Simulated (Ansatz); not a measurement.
Input for Ansatz (a first-principles code): R-B3LYP/def2-TZVPPD on FH3 (a complex). Files ending in .json are basis or fitting sets from the Basis Set Exchange.

Ansatz 0.2 input:
```yaml
crystal:
  periodic: [false, false, false]
  atoms:
    - {symbol: F, position_ang: [0.06905009, 0.09156726, -0.12665757]}
    - {symbol: H, position_ang: [0.10900559, 0.08216204, 0.79901166]}
    - {symbol: H, position_ang: [0.56771328, 0.08012664, 2.71751415]}
    - {symbol: H, position_ang: [-0.17688020, 0.04173170, 2.75039169]}
basis:
  gaussian:
    orbitals: def2-TZVPPD.json
hamiltonian:
  xc: {name: B3LYP}
scf: {lower_state_search: off}
```

The log:

```
WARN ansatz: RAYON_NUM_THREADS=2 ignored (pool sized by the plan → 2); use --threads N
Functional definition: B3LYP
these checks for a lower state are left out or cut short: stability, starts, cluster_reference, orbital_swaps, neighbouring_geometries, increment
integrals: 0.01 GiB planned
374 factors; their error is unknown
mean field: 0.16 GiB planned
mean field evaluation 1: about -2765.1245 eV, gradient 3.4e1 eV
mean field evaluation 2: about -2762.4687 eV, gradient 5.7e1 eV
mean field evaluation 4: about -2766.7606 eV, gradient 2.0e-1 eV
mean field evaluation 8: about -2766.7649 eV, gradient 3.4e-3 eV
mean field -2766.76485303 eV, -101.6767329682 hartree, gradient 9.7e-7 eV, S^2 0.000000; 0 other end points of the search recorded, 0 dependent functions left out
reference -2766.76506036 eV, -101.6767405875 hartree; 6, 6 occupied and 85, 85 virtual orbitals, 374 factors
Total energy: -2766.76506036 eV, -101.6767405875 hartree
Checks for a lower state left out: stability, starts, cluster_reference, orbital_swaps, neighbouring_geometries, increment
```

Self-consistency was reached.

Cost: very roughly 0.17 core-seconds.
